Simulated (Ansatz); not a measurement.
Spectroscopic constants of RuC, closed-shell singlet (the spin of the measured ground state, though multiplicity 3 came lower at CCSD(T)/def2-TZVPP on PBE0 minima). No spin–orbit coupling.

Constants: fifth-degree fit in 1/R to seven points, most abundant isotopes. In def2 and cc sets the state is the lowest found near the PBE0 minimum, followed along R. The singlet is held restricted. HF and MP2 rows in def2 and cc sets belong to the determinant that coupled cluster picked by its CCSD energy.

Codes used: Ansatz (Gaussian orbitals).  In def2 rows elements past Kr take small-core potentials, without spin–orbit coupling.

```json
[
 {"level": "HF/def2-TZVPP", "r_e (Å)": "1.528", "ω_e (cm⁻¹)": "1347", "B_e (cm⁻¹)": "0.672", "α_e (cm⁻¹)": "0.0032", "D_e (eV)": "-", "dipole (D)": "-"},
 {"level": "PBE/def2-TZVPP", "r_e (Å)": "1.600", "ω_e (cm⁻¹)": "1159", "B_e (cm⁻¹)": "0.613", "α_e (cm⁻¹)": "0.0033", "D_e (eV)": "6.98", "dipole (D)": "4.03"},
 {"level": "PBE0/def2-TZVPP", "r_e (Å)": "1.573", "ω_e (cm⁻¹)": "1227", "B_e (cm⁻¹)": "0.635", "α_e (cm⁻¹)": "0.0033", "D_e (eV)": "5.87", "dipole (D)": "4.17"},
 {"level": "wB97X-V/def2-TZVPP", "r_e (Å)": "1.564", "ω_e (cm⁻¹)": "1266", "B_e (cm⁻¹)": "0.642", "α_e (cm⁻¹)": "0.0031", "D_e (eV)": "6.10", "dipole (D)": "4.34"},
 {"level": "CCSD/def2-TZVPP", "r_e (Å)": "1.581", "ω_e (cm⁻¹)": "1203", "B_e (cm⁻¹)": "0.628", "α_e (cm⁻¹)": "0.0033", "D_e (eV)": "5.26", "dipole (D)": "-"},
 {"level": "CCSD(T)/def2-TZVPP", "r_e (Å)": "1.603", "ω_e (cm⁻¹)": "1133", "B_e (cm⁻¹)": "0.611", "α_e (cm⁻¹)": "0.0035", "D_e (eV)": "6.06", "dipole (D)": "-"}
]
```

D_e counts from each atom's lowest state at the same level, without counterpoise or zero-point energy.

Correlated levels freeze the inner cores; with def2 sets outer-core shells near the valence are correlated too.

Doubts at one or more of the structures used: a restricted determinant that unrestricted orbitals would lower (HF/def2-TZVPP, CCSD/def2-TZVPP, CCSD(T)/def2-TZVPP).

Ansatz is an electronic-structure program.
